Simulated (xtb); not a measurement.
xtb input:

```bash
xtb mol.xyz --gfn 1 --sp --chrg -1 --uhf 0
```
mol.xyz:
```
9

B      0.09570284    -0.47095648    -0.23620676
Cl     0.07876521     1.24842166     0.60065910
C      1.34335321    -1.06619876    -0.62111002
C     -1.38289822    -1.04324375    -0.40098632
H      1.38108324    -2.04505862    -1.09969935
H      2.31679418    -0.60607926    -0.47212000
H     -1.89389622    -1.14847576     0.56439234
H     -2.01452695    -0.38366540    -1.00938606
H     -1.36970697    -2.02845168    -0.88077972
```

What final total energy does it print?

-12.85285 Eh (GFN1-xTB).

It need not be the lowest isomer of its formula. Whether it binds its extra electron was not tested at this geometry.
